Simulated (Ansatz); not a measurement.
System: C₄H₄, charge 0, singlet. C4H4 (but-1-en-3-yne, SMILES C#CC=C).
B3LYP-D3(BJ)/def2-TZVP minimum from Ansatz (a first-principles code):
```xyz
8

C      0.7841     0.3519     1.7050
C      0.1337     0.1715     0.7093
C     -0.6663    -0.0317    -0.4457
C     -0.1920    -0.4103    -1.6337
H      1.3659     0.5090     2.5795
H     -1.7311     0.1403    -0.3221
H      0.8633    -0.5899    -1.7905
H     -0.8553    -0.5483    -2.4766
```

Property: atomisation energy (electronic, to ground-state atoms), in kcal/mol. Open shells are spin-unrestricted; no spin-orbit coupling. CBS(X,Y): correlation extrapolated as X^-3, Hartree-Fock from the larger set. A bracket is a step between two methods taken in the basis named. Functionals run without relativity, which enters their misses. Double hybrids freeze cores in their MP2 part. '+ core + X2C': CCSD(T) terms for core correlation (cc-pwCVTZ) and scalar relativity (cc-pVTZ-DK). For partners of very few electrons the exact lower level stands in for a higher one. The restricted determinant of C4H4 (C#CC=C, singlet) is unstable towards broken spin symmetry in at least one set run.

CCSD(T)/CBS(cc-pVTZ,cc-pVQZ) + [CCSDT(Q) - CCSD(T)]/cc-pVDZ + core + X2C (Ansatz) gives 854.7 kcal/mol.

How far off this value is PBE/def2-TZVPD (Ansatz), in which direction, and how far these levels: r2SCAN/def2-TZVPD, PBE0/def2-TZVPD, wB97M-V/def2-TZVPD, B2PLYP/def2-TZVPD, CCSD(T)/CBS(cc-pVTZ,cc-pVQZ) + core + X2C?

PBE gives 878.3 kcal/mol, 23.6 kcal/mol above it. Differences of the others: r2SCAN/def2-TZVPD (Ansatz) -0.8; PBE0/def2-TZVPD (Ansatz) 4.0; wB97M-V/def2-TZVPD (Ansatz) -2.2; B2PLYP/def2-TZVPD (Ansatz) -8.3; CCSD(T)/CBS(cc-pVTZ,cc-pVQZ) + core + X2C (Ansatz) -0.8 kcal/mol.
